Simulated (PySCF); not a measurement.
C2H8O2Si, SMILES CO[SiH](C)O.

Coordinates come from a PBE-D3(BJ)/def2-SVP optimisation. One conformer was computed; it need not be the lowest.

Vertical ionisation energy (IE) and electron affinity (EA) in eV. Rows of orbital energies are one-electron estimates. Where ΔSCF, EOM or ADC give a negative EA the extra electron is unbound and the value depends on the basis.

```json
[
 {"level": "−ε(HOMO), −ε(LUMO), CAM-B3LYP/def2-TZVP (PySCF)", "IE": "?", "EA": "?"},
 {"level": "−ε(HOMO), −ε(LUMO), PBE/def2-TZVP (PySCF)", "IE": "6.53", "EA": "0.25"}
]
```

Question: What belongs in the gaps? (Estimate from the structure and the level; the computed values follow.)

Answer: 
- −ε(HOMO), −ε(LUMO), CAM-B3LYP/def2-TZVP (PySCF), IE: 9.57
- −ε(HOMO), −ε(LUMO), CAM-B3LYP/def2-TZVP (PySCF), EA: -1.43
